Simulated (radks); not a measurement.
Problem. These are the eigenvalues of the occupied orbitals of an atom or ion with whole-number occupations (Ry). Calculated with a radial shooting solver on a logarithmic mesh with Libxc functionals: Dirac Kohn-Sham, BLYP, spin-unpolarised, spherical densities, point nucleus.

| orbital | eigenvalue |
|---|---|
| 1s1/2 | -2324.136 |
| 2s1/2 | -356.9434 |
| 2p1/2 | -334.4949 |
| 2p3/2 | -314.3117 |
| 3s1/2 | -71.59522 |
| 3p1/2 | -62.36845 |
| 3p3/2 | -58.60588 |
| 3d3/2 | -42.32932 |
| 3d5/2 | -41.54214 |
| 4s1/2 | -12.68508 |
| 4p1/2 | -9.49731 |
| 4p3/2 | -8.76885 |
| 4d3/2 | -3.65641 |
| 4d5/2 | -3.54329 |
| 5s1/2 | -1.28561 |
| 5p1/2 | -0.58933 |
| 5p3/2 | -0.51709 |

Which element is it, and in what charge state? The configuration may be excited. Open shells, if any, are shared by 2j + 1.

Solution. Z = 52, tellurium, charge 0: Te in [Kr] 4d9 5s1 5p6. The list shows which subshells hold electrons but not how many an open one holds; the 1s level, -1162.1 hartree, gives Z - s = 48.2 by -(Z - s)^2/2, which with screening and relativity narrows Z to a few neighbours, and the depths of the outer levels then fix element, charge and occupations together.
